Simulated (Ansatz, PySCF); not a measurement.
System: CBr2 (charge -1, doublet). 
Structure (B3LYP-D3(BJ)/def2-TZVP (Ansatz, a quantum-chemistry and plane-wave program) minimum search):
```
C
Br 1 2.0811
Br 1 2.0811 2 105.82
```
Charge -1, spin multiplicity 2.

Total electronic energies in hartree. Valence correlation only, unless marked. UHF or UKS for open shells. No spin-orbit coupling. Frozen are the shells of the preceding noble gas and the d and f shells that filled before the atom's block. Non-relativistic. CBS marks a two-point X^-3 extrapolation of the correlation energy; Hartree-Fock from the larger set. [CCSD(T)-MP2]/basis is that difference in the basis named.

```json
[
 {"level": "r2SCANh/def2-TZVPD", "program": "Ansatz", "energy (Eh)": "-5186.33889"},
 {"level": "MN15/def2-TZVPD", "program": "PySCF", "energy (Eh)": "-5187.00088"},
 {"level": "LC-wPBE-D4/def2-TZVPD", "program": "Ansatz + dftd4", "energy (Eh)": "?"},
 {"level": "B2GP-PLYP-D4/def2-TZVPD", "program": "Ansatz + dftd4", "energy (Eh)": "?"},
 {"level": "RPA@PBE/cc-pVTZ", "program": "Ansatz", "energy (Eh)": "-5183.48403"},
 {"level": "SCS-MP2/cc-pVQZ", "program": "Ansatz", "energy (Eh)": "-5183.26235"},
 {"level": "CCSD/STO-3G", "program": "Ansatz", "energy (Eh)": "-5126.59946"},
 {"level": "CCSD/aug-cc-pVTZ", "program": "Ansatz", "energy (Eh)": "-5183.26398"},
 {"level": "RI-MP2/CBS(aug-cc-pVTZ,aug-cc-pVQZ)+[CCSD(T)-MP2]/aug-cc-pVTZ", "program": "Ansatz", "energy (Eh)": "-5183.3689"}
]
```

### Question
Some entries are withheld; supply them.

### Answer

- LC-wPBE-D4/def2-TZVPD, energy (Eh): -5185.64133
- B2GP-PLYP-D4/def2-TZVPD, energy (Eh): -5185.21845
